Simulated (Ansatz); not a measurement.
Molecule: sum formula Si2H4Cl2, net charge 0, singlet state. 
Coordinates optimised at B3LYP-D3(BJ)/def2-TZVP (Ansatz, a first-principles code):
```
Si
H 1 1.4755
Cl 1 2.0657 2 107.04
Cl 1 2.0657 2 107.04 3 117.01
Si 1 2.3385 2 115.26 4 121.49
H 5 1.4797 1 108.47 2 -180.00
H 5 1.4813 6 110.05 1 -119.48
H 5 1.4813 6 110.05 7 -121.04
```
Charge 0, spin multiplicity 1.

Basis-set convergence of Hartree-Fock and CCSD correlation energies (hartree) with Ansatz. Cores are frozen in the correlated levels unless marked. Spin-orbit coupling is left out. No relativistic terms.

| basis | functions | E(HF) | E(corr, CCSD) |
|---|---|---|---|
| cc-pV(D+d)Z | 112 | -1499.31264 | -0.53221 |
| cc-pV(T+d)Z | 212 | -1499.37185 | -0.68677 |
| cc-pV(Q+d)Z | 376 | -1499.38594 | -0.73976 |

Extrapolating the two largest sets (X = 3 and 4) as X^-3: E(corr) = (64·(-0.73976) - 27·(-0.68677))/37 = -0.7784 Eh, an estimate of the basis-set limit. The largest set recovers 95.0 % of it, the smallest 68.4 %.
